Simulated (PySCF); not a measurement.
**Electronic structure of I³⁺ (iodine, charge +3) at the UHF level**

Configuration: [Kr] 4d10 5s2 5p2, high-spin 3P determinant. All numbers are calculated (PySCF 2.14, the spin-free X2C one-electron Hamiltonian (Gaussian nucleus), in aug-cc-pwCVTZ-DK3 (10s9p7d4f1g, 109 functions)).

```json
{
  "Total energy": "-7110.320805 hartree",
  "One-electron energy": "-9690.0217 hartree",
  "Hartree (Coulomb) energy": "2759.2036 hartree",
  "Exchange energy": "-179.5028 hartree",
  "⟨S²⟩": "2.0072",
  "⟨L²⟩": "2.021",
  "Sum of ⟨r⟩": "29.61 bohr",
  "Sum of ⟨r²⟩": "35.11 bohr²",
  "Traceless quadrupole moment −½Σ⟨3z² − r²⟩ along its main axis": "2.04 e·bohr²",
  "Langevin diamagnetic susceptibility": "-27.8 ×10⁻⁶ cm³/mol"
}
```

| shell | electrons | mean orbital energy (eV) | spread (eV) | rms radius, mean of both spins (bohr) |
| --- | --- | --- | --- | --- |
| 1s α | 1 | -33362.0 | 0 | 0.0312 |
| 1s β | 1 | -33361.8 | 0 | 0.0312 |
| 2s α | 1 | -5282.0 | 0 | 0.127 |
| 2s β | 1 | -5281.9 | 0 | 0.127 |
| 2p α | 3 | -4741.0 | 0.057 | 0.113 |
| 2p β | 3 | -4740.9 | 0.136 | 0.113 |
| 3s α | 1 | -1134.8 | 0 | 0.334 |
| 3s β | 1 | -1134.6 | 0 | 0.334 |
| 3p α | 3 | -954.67 | 0.015 | 0.335 |
| 3p β | 3 | -954.39 | 0.334 | 0.335 |
| 3d α | 5 | -683.67 | 0.175 | 0.313 |
| 3d β | 5 | -683.55 | 0.293 | 0.313 |
| 4s α | 1 | -243.45 | 0 | 0.787 |
| 4s β | 1 | -242.94 | 0 | 0.787 |
| 4p α | 3 | -184.25 | 0.029 | 0.845 |
| 4p β | 3 | -183.66 | 0.771 | 0.845 |
| 4d α | 5 | -94.829 | 0.458 | 0.985 |
| 4d β | 5 | -94.421 | 0.844 | 0.985 |
| 5s α | 1 | -54.000 | 0 | 1.97 |
| 5s β | 1 | -48.426 | 0 | 1.97 |
| 5p α | 2 | -39.893 | 0 | 2.25 |

Densities and radii are taken from the X2C orbitals without a picture-change correction, which distorts them close to the nucleus.

Spin-orbit constants ζ (cm⁻¹) from the X2C one-electron operator on these orbitals: bare nucleus, nucleus screened by l(l+1)(2l+1)/3 electrons, and screened by the Breit-Pauli mean field of the electrons.

```tsv
shell	bare	screened nucleus	mean field
2p	1592000	1532000	n/a
3p	303600	292100	n/a
3d	46150	37450	n/a
4p	56790	54650	n/a
4d	6545	5310	n/a
5p	6978	6715	n/a
```

To first order the Landé constant is A = 3357 cm⁻¹, so the lowest level has J = 0 and lies 0.833 eV below the centre of the term. This holds in LS coupling only.
